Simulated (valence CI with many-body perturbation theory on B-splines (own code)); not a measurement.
# Forbidden lines of Ru³⁸⁺

Level of theory: valence CI with perturbative core correlation (CI+MBPT): four valence electrons over a frozen Dirac-Fock core [He], a basis of 11 s, 11 p, 10 d, 8 f, 5 g, 2 h functions for each j, with the one-electron correlation potential Σ1, the two-electron term Σ2, the three-electron term Σ3, Breit, model QED; selected CI, second order for the rest, scaled by the run's own slope (own B-spline code, finite nucleus).

No measured spectrum was set against this ion. As an estimate, large intervals hold to a few tenths of a per cent, small ones and those within an open d or f shell to about a per cent. Among the levels kept, up to 900 cm⁻¹ of a level comes from second order outside the variational space, and about a tenth of that is noise between levels of different J, which matters for small intervals.

Lines 51 to 67 of 67 in falling wavelength, among levels below 31254 × 10³ cm⁻¹, chosen from the decays that carry over 1 % of a level's rate. Wavelengths and rates use the calculated energies. Electric multipoles are in the length gauge, E1 and E2 with the static RPA response of the core. S is in atomic units (e²a₀⁴ for E2 and M2, e²a₀⁶ for E3), for M1 in squared Bohr magnetons. Weak lines are less certain than strong ones. Lines between different terms over intervals too small for the method are left out, as are lines whose strength nearly cancels. The highest levels of a list are the least certain.

Levels are named by their leading jj configuration (3d3/2^4 stands for four electrons in 3d with j = 3/2), which in mixed levels can hold well under half, so a name can repeat and another be missing. Letters in brackets count levels of one name in rising energy.

| λ vac (nm) | Upper | Lower | Type | A (s⁻¹) | S (a.u.) |
| --- | --- | --- | --- | --- | --- |
| 0.3737 | (2s^2 2p3/2 3d5/2) J=4 | (2s^2 2p1/2 2p3/2) J=2 | M2 | 2.93e+08 | 1.72e-06 |
| 0.3636 | (2p1/2 2p3/2^2 3d5/2) J=4 | (2s 2p1/2 2p3/2^2) J=2 [b] | E2 | 1.11e+10 | 5.68e-05 |
| 0.3625 | (2s 2p1/2 2p3/2 3d3/2) J=4 | (2s^2 2p1/2 2p3/2) J=2 | E2 | 6.97e+10 | 3.51e-04 |
| 0.3624 | (2p1/2 2p3/2^2 3d5/2) J=3 | (2s 2p1/2 2p3/2^2) J=1 [a] | E2 | 1.09e+11 | 4.28e-04 |
| 0.3621 | (2p1/2^2 2p3/2 3d3/2) J=2 | (2s 2p1/2^2 2p3/2) J=1 | E2 | 1.03e+11 | 2.87e-04 |
| 0.3618 | (2p1/2^2 2p3/2 3d3/2) J=3 | (2s 2p1/2^2 2p3/2) J=1 | E2 | 6.66e+10 | 2.58e-04 |
| 0.3571 | (2s 2p3/2^2 3d5/2) J=2 [b] | (2s^2 2p3/2^2) J=0 | E2 | 3.62e+11 | 9.39e-04 |
| 0.3569 | (2p1/2^2 2p3/2 3d3/2) J=2 | (2s 2p1/2^2 2p3/2) J=2 | E2 | 9.25e+10 | 2.39e-04 |
| 0.3568 | (2p1/2 2p3/2^2 3d3/2) J=1 | (2s 2p1/2 2p3/2^2) J=2 [a] | E2 | 2.11e+11 | 3.26e-04 |
| 0.3567 | (2p1/2 2p3/2^2 3d3/2) J=2 | (2s 2p1/2 2p3/2^2) J=2 [a] | E2 | 2.26e+11 | 5.82e-04 |
| 0.3566 | (2p1/2 2p3/2^2 3d3/2) J=0 | (2s 2p1/2 2p3/2^2) J=2 [a] | E2 | 2.11e+11 | 1.09e-04 |
| 0.3566 | (2p1/2^2 2p3/2 3d3/2) J=3 | (2s 2p1/2^2 2p3/2) J=2 | E2 | 2.16e+11 | 7.80e-04 |
| 0.3563 | (2p1/2^2 2p3/2 3d3/2) J=0 | (2s 2p1/2^2 2p3/2) J=2 | E2 | 2.86e+11 | 1.47e-04 |
| 0.3558 | (2p1/2 2p3/2^2 3d5/2) J=4 | (2s 2p1/2 2p3/2^2) J=2 [a] | E2 | 2.77e+11 | 1.27e-03 |
| 0.3556 | (2p1/2^2 2p3/2 3d5/2) J=4 | (2s 2p1/2^2 2p3/2) J=2 | E2 | 2.88e+11 | 1.32e-03 |
| 0.3550 | (2s 2p3/2^2 3d5/2) J=4 [b] | (2s^2 2p3/2^2) J=2 | E2 | 2.90e+11 | 1.31e-03 |
| 0.3436 | (2p1/2 2p3/2^2 3d5/2) J=4 | (2s 2p1/2^2 2p3/2) J=2 | E2 | 6.74e+09 | 2.59e-05 |
